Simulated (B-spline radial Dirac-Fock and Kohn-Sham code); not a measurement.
# Magnetic form factor of the 4f shell of Hf¹⁹⁺

System: the Hf¹⁹⁺ ion, [Kr] 4d10 4f7.

Method: configuration-average Dirac-Fock orbitals. Computed with a B-spline atomic structure program. ⟨j_K⟩ is the integral of the 4f radial density with the spherical Bessel function j_K(4πsr), s = sin θ/λ.

Hund's rules give S = 7/2, L = 0, J = 7/2 for 4f7, so g = 2.000, and the dipole approximation is F = ⟨j0⟩ + C₂⟨j2⟩ with C₂ = (2 − g)/g = 0.000.

```
s (Å⁻¹)     ⟨j0⟩    ⟨j2⟩    ⟨j4⟩    ⟨j6⟩  F (dipole)
      0   1.0000  0.0000  0.0000  0.0000      1.0000
   0.03   0.9979  0.0008  0.0000  0.0000      0.9979
   0.04   0.9963  0.0015  0.0000  0.0000      0.9963
   0.05   0.9943  0.0023  0.0000  0.0000      0.9943
   0.06   0.9918  0.0033  0.0000  0.0000      0.9918
   0.08   0.9855  0.0058  0.0000  0.0000      0.9855
    0.1   0.9774  0.0090  0.0000  0.0000      0.9774
   0.13   0.9621  0.0150  0.0001  0.0000      0.9621
   0.16   0.9432  0.0224  0.0002  0.0000      0.9432
    0.2   0.9127  0.0342  0.0005  0.0000      0.9127
   0.26   0.8571  0.0552  0.0014  0.0000      0.8571
   0.33   0.7803  0.0831  0.0034  0.0001      0.7803
   0.41   0.6822  0.1166  0.0074  0.0003      0.6822
   0.52   0.5410  0.1596  0.0164  0.0011      0.5410
   0.66   0.3710  0.2003  0.0332  0.0036      0.3710
   0.83   0.2038  0.2211  0.0583  0.0098      0.2038
   1.05   0.0646  0.2069  0.0884  0.0230      0.0646
   1.33  -0.0136  0.1550  0.1087  0.0432     -0.0136
```

Radial moments of the shell: ⟨r²⟩ = 0.3104, ⟨r⁴⟩ = 0.1669, ⟨r⁶⟩ = 0.1392 in powers of bohr.
